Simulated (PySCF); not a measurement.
C₂H₆BClO. Atoms are numbered in the order given.

```xyz
11

B     -0.0867     0.0695     0.1798
Cl     1.0091     1.4826     0.1117
C     -1.1124    -0.0174     1.3685
H     -1.7347    -0.9241     1.3849
H     -1.7841     0.8574     1.3324
H     -0.5772     0.0544     2.3299
O      0.0698    -0.8083    -0.8245
C     -0.6606    -1.9996    -1.0275
H     -1.3246    -1.8783    -1.8984
H      0.0478    -2.8139    -1.2430
H     -1.2688    -2.2788    -0.1532
```
Charge 0, spin multiplicity 1.

Coordinates come from a B3LYP-D3(BJ)/def2-SVP optimisation. This is a generated structure with no PubChem entry under its InChIKey; it may be hypothetical. The values are those of a single conformer.

Computed with PBE/def2-TZVP run with PySCF.

The molecule is in vacuum.

```yaml
total_energy: -639.84987 hartree
highest_occupied_level: -7.11 eV
lowest_empty_level: -0.80 eV
orbital_gap: 6.31 eV
dipole_moment: 2.95 D
quadrupole, principal values (traceless, Buckingham form, about the centre of nuclear charge): -3.01, -0.21, 3.21 D·Å
mean_static_polarisability: 56.9 bohr³ (8.43 Å³)
polarisability_principal_values: 44.2, 55.9, 70.6 bohr³
```
